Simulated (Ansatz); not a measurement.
NiP₂H₆Cl₂⁺, that is trans-NiCl2(PH3)2 with one electron fewer. Total charge 1; doublet. Geometry PBE-D4/def2-SVP, that of the neutral triplet; atoms count from 1.

```xyz
11

Ni    0.0039    0.0019    0.0048
Cl   -0.9167    1.6529    1.1572
P    -1.1986   -1.5807    1.1412
H    -0.7344   -1.6644    2.4900
H    -1.1576   -2.9813    0.8393
H    -2.5983   -1.4680    1.4278
Cl    1.8408   -1.2306    0.0790
P     0.9253    1.4555   -1.5061
H     1.6843    1.0421   -2.6491
H     1.9427    2.2333   -0.8731
H     0.2085    2.5392   -2.1112
```

**Question.** Estimate the Mulliken populations from the PBE0/def2-TZVP orbitals of Ansatz.

**Answer.** 
| atom | charge (e) | spin (α − β) | d electrons |
| --- | --- | --- | --- |
| Ni1 | 0.12 | 1.10 | 8.54 |
| Cl2 | -0.18 | 0.00 | – |
| P3 | 0.08 | -0.04 | – |
| H4 | 0.18 | 0.00 | – |
| H5 | 0.18 | 0.00 | – |
| H6 | 0.18 | 0.00 | – |
| Cl7 | -0.17 | 0.00 | – |
| P8 | 0.08 | -0.04 | – |
| H9 | 0.18 | 0.00 | – |
| H10 | 0.18 | 0.00 | – |
| H11 | 0.18 | 0.00 | – |
Mulliken values depend strongly on the basis.

**Question.** Where does the spin sit?

**Answer.** Summed by element: Ni 1.10, Cl -0.01, P -0.09, H -0.01, of 1 unpaired in all. Largest on single atoms: Ni1 1.10, P3 -0.04, P8 -0.04.

**Question.** And the Mayer bond orders between heavy atoms (over 0.3)?

**Answer.** Ni1–Cl2 1.00 (2.21 Å); Ni1–P3 0.73 (2.29 Å); Ni1–Cl7 1.00 (2.21 Å); Ni1–P8 0.73 (2.29 Å).
